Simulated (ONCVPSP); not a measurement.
## Plane-wave convergence, ONCV potential for Ne

ONCVPSP 4.0.1 input, shortened (lines: element, Z, core and valence counts, functional; n l f; lmax; l rc ep ncon nbas qcut; lloc lpopt rc5 dvloc0; l nproj debl; icmod fcfact rcfact), LDA (Perdew-Zunger), fully relativistic:

```
  Ne 10.00    1    2        3      upf
    1    0    2.00
    2    0    2.00
    2    1    6.00
    1
    0    0.70    0.00    4    8   12.10
    1    1.10    0.00    3    6   12.90
    4    2    0.60    3.00
    0    2    0.70
    1    2    0.80
    1    0.70    0.00
```

Open shells are filled in proportion to 2j + 1.

In the s channel the program set the typed energies aside and used -1.327, 0.250 Ha.

Q: For each optimised wave give the share of its norm inside rc, the residual kinetic energy above qcut (Ha) and the cutoffs (Ha) for errors of 10, 1, 0.1 and 0.01 mHa per electron.

A:

| wave | norm inside rc | residual KE | 10 mHa | 1 mHa | 0.1 mHa | 0.01 mHa |
| --- | --- | --- | --- | --- | --- | --- |
| 2s | 0.355 | 3.3e-04 | 46.9 | 64.3 | 162.3 | 344.4 |
| s projector 2 | 0.032 | 3.7e-05 | 24.9 | 49.2 | 66.5 | 118.7 |
| 2p j=3/2 | 0.673 | 9.9e-07 | 45.0 | 57.0 | 66.7 | 74.5 |
| p projector 2 j=3/2 | 0.056 | 1.1e-07 | 32.6 | 47.6 | 59.8 | 69.2 |
| 2p j=1/2 | 0.675 | 1.0e-06 | 45.1 | 57.1 | 66.8 | 74.5 |
| p projector 2 j=1/2 | 0.055 | 1.1e-07 | 32.7 | 47.6 | 59.8 | 69.3 |

The occupied waves need 64 Ha and 162 Ha for 1 and 0.1 mHa. Its largest configuration-test error is +438 meV.
